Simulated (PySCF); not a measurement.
Si(H)(Me)(OMe)(NH2) (C₂H₉NOSi), SMILES CO[SiH](C)N.

The structure is a stationary point at B3LYP-D3(BJ)/def2-SVP. Other conformers were not sampled.

Method: TDA-B3LYP/def2-SVPD run with PySCF.

Vertical excitations. 

Computed lowest excited states:
```json
[
 {"state": "S1", "energy (eV)": "6.42", "λ (nm)": "193", "f": "0.057", "main pairs": "HOMO→LUMO 96 %"},
 {"state": "S2", "energy (eV)": "7.06", "λ (nm)": "176", "f": "0.003", "main pairs": "HOMO−1→LUMO 92 %"},
 {"state": "S3", "energy (eV)": "7.22", "λ (nm)": "172", "f": "0.002", "main pairs": "HOMO→LUMO+1 94 %"},
 {"state": "S4", "energy (eV)": "7.45", "λ (nm)": "166", "f": "0.004", "main pairs": "HOMO→LUMO+2 81 %"},
 {"state": "S5", "energy (eV)": "7.70", "λ (nm)": "161", "f": "0.017", "main pairs": "HOMO−1→LUMO+1 72 %, HOMO→LUMO+3 12 %"},
 {"state": "S6", "energy (eV)": "7.75", "λ (nm)": "160", "f": "0.012", "main pairs": "HOMO−2→LUMO 56 %, HOMO−1→LUMO+1 20 %, HOMO→LUMO+3 13 %"},
 {"state": "S7", "energy (eV)": "7.78", "λ (nm)": "159", "f": "0.006", "main pairs": "HOMO→LUMO+3 35 %, HOMO−2→LUMO 25 %, HOMO−1→LUMO+2 18 %, HOMO→LUMO+4 10 %"},
 {"state": "S8", "energy (eV)": "7.83", "λ (nm)": "158", "f": "0.013", "main pairs": "HOMO−1→LUMO+2 62 %, HOMO→LUMO+3 19 %"},
 {"state": "S9", "energy (eV)": "7.98", "λ (nm)": "155", "f": "0.071", "main pairs": "HOMO→LUMO+4 62 %, HOMO−1→LUMO+2 14 %, HOMO→LUMO+3 12 %"},
 {"state": "S10", "energy (eV)": "8.26", "λ (nm)": "150", "f": "0.013", "main pairs": "HOMO−1→LUMO+3 50 %, HOMO−1→LUMO+4 38 %"},
 {"state": "T1", "energy (eV)": "6.06", "λ (nm)": "204", "f": "0", "main pairs": "HOMO→LUMO 89 %"},
 {"state": "T2", "energy (eV)": "6.92", "λ (nm)": "179", "f": "0", "main pairs": "HOMO−1→LUMO 83 %"},
 {"state": "T3", "energy (eV)": "7.08", "λ (nm)": "175", "f": "0", "main pairs": "HOMO→LUMO+1 85 %"},
 {"state": "T4", "energy (eV)": "7.26", "λ (nm)": "171", "f": "0", "main pairs": "HOMO→LUMO+2 67 %"}
]
```
Triplets are in the Tamm–Dancoff approximation.
